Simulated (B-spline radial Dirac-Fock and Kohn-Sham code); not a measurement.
# Ge³⁺ 2p1/2: cross section and angular parameters

System: Ge³⁺, 1s2 2s2 2p6 3s2 3p6 3d10 4s1; threshold 1291.1 eV (orbital energy of the model). These are calculated numbers from a radial finite-basis atomic code; the model is Dirac-Hartree-Slater photoionisation with a Latter tail; cross sections with all multipoles, angular parameters from the dipole term and its interference with E2.

For linearly polarised light dσ/dΩ = σ/(4π) [1 + β P₂(cos θ) + (δ + γ cos²θ) sin θ cos φ], with θ from the polarisation vector and φ the angle between the beam and the projection of the electron momentum on the plane normal to the polarisation.

| hν (eV) | σ (kb) | β | γ | δ |
| --- | --- | --- | --- | --- |
| 1570 | 149 | 1.299 | -0.091 | 0.012 |
| 2080 | 71.3 | 1.440 | 0.181 | 0.025 |
| 2190 | 62.1 | 1.445 | 0.233 | 0.027 |
| 2860 | 29.5 | 1.427 | 0.495 | 0.038 |
| 3690 | 14.1 | 1.368 | 0.734 | 0.052 |
| 3790 | 13.0 | 1.360 | 0.759 | 0.054 |
| 3920 | 11.8 | 1.350 | 0.789 | 0.056 |
| 4030 | 10.9 | 1.341 | 0.814 | 0.058 |
| 4150 | 9.94 | 1.331 | 0.840 | 0.060 |
| 4790 | 6.44 | 1.281 | 0.963 | 0.072 |
| 5270 | 4.81 | 1.244 | 1.043 | 0.081 |
| 5414.7 | 4.42 | 1.233 | 1.065 | 0.083 |
| 6000 | ? | ? | ? | ? |
| 6080 | 3.08 | 1.186 | 1.159 | 0.096 |
| 8047.8 | 1.26 | 1.061 | 1.370 | 0.133 |
| 12000 | 0.339 | 0.874 | 1.630 | 0.204 |
| 13900 | 0.207 | 0.806 | 1.717 | 0.237 |

**Question.** Give the values at 6000 eV.

**Answer.** σ = 3.21 kb, β = 1.191, γ = 1.148, δ = 0.094.
